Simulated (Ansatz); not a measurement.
Calculated with Ansatz (gas phase, PBE0-D4/def2-TZVP geometries, no zero-point term in ΔE). CCSD(T)/CBS adds triple-zeta CCSD(T) − MP2 to the extrapolated MP2 energy (def2 sets, frozen cores). Functionals use def2-TZVPP. Elements past krypton have def2 core potentials. For Se, Sn outer-core shells are correlated without core-valence functions, which leaves a few kJ/mol of doubt a bond. Scalar relativity is left out up to krypton. One conformer a species, not always the lowest.

Consider the substitution at a C–B bond: `CB[SiH2]Cl` + `[SeH][SnH3]` → `C[Se][SnH3]` + `B[SiH2]Cl`.

`CB[SiH2]Cl`:

```xyz
10

C     0.761   -0.107    1.390
B     0.045   -0.711    0.154
Si   -0.616    0.476   -1.333
Cl   -1.895   -0.481   -2.645
H     1.131    0.915    1.294
H    -0.030   -0.084    2.160
H     1.541   -0.751    1.805
H    -0.145   -1.893    0.109
H     0.546    0.969   -2.125
H    -1.338    1.667   -0.808
```

`[SeH][SnH3]`:

Z-matrix (Å, degrees):
```
Sn
Se 1 2.533
H 1 1.702 2 104.9
H 1 1.705 2 109.7 3 119.5
H 1 1.705 2 109.7 3 -119.5
H 2 1.469 1 92.3 3 179.8
```

`C[Se][SnH3]`:

Cartesian coordinates in Å:
```
C -0.751 0.680 -1.375
Se -1.019 1.007 0.538
Sn 0.704 -0.634 1.372
H 0.265 0.937 -1.670
H -0.971 -0.356 -1.622
H -1.452 1.331 -1.894
H 0.321 -2.194 0.788
H 0.656 -0.587 3.073
H 2.247 -0.185 0.789
```

`B[SiH2]Cl`:

Cartesian coordinates in Å:
```
B 0.207 -0.051 -1.216
Si -0.050 0.083 0.766
Cl -1.759 -0.854 1.447
H 1.168 0.477 -1.696
H -0.543 -0.630 -1.942
H 1.108 -0.537 1.466
H -0.131 1.511 1.175
```

```tsv
level	ΔE (kJ/mol)	difference from CCSD(T)/CBS
PBE-D4	66.6	6.4
r2SCAN-D4	68.5	8.3
PBE0-D4	66.9	6.7
r2SCANh-D4	68.5	8.3
BHLYP-D4	62.1	1.9
CAM-B3LYP-D4	66.4	6.2
r2SCANh	68.7	8.5
r2SCAN0	68.7	8.5
BHLYP	64.8	4.6
CAM-B3LYP	67.7	7.5
LC-ωPBE	69.1	8.9
HF/def2-TZVPP	59.3	-0.9
MP2/def2-TZVPP	57.5	-2.7
MP2/def2-QZVPP	57.9	-2.3
HF/CBS(def2)	59.3	-0.9
MP2/CBS(def2)	58.2	-2.0
CCSD(T)/CBS	60.2	0
```

Largest T1 diagnostic among the species: 0.011.

At CCSD(T), def2-SVP lies +12.5 kJ/mol from the extrapolated value and def2-TZVPP −0.8 kJ/mol. Leaving LDA and LC-ωPBE aside and taking each functional with its dispersion term where it has one, the values, not all of them listed here, spread over 11.2 kJ/mol, from BLYP-D4 to B97M-V. LDA lies +10.5 kJ/mol from PBE without D4.
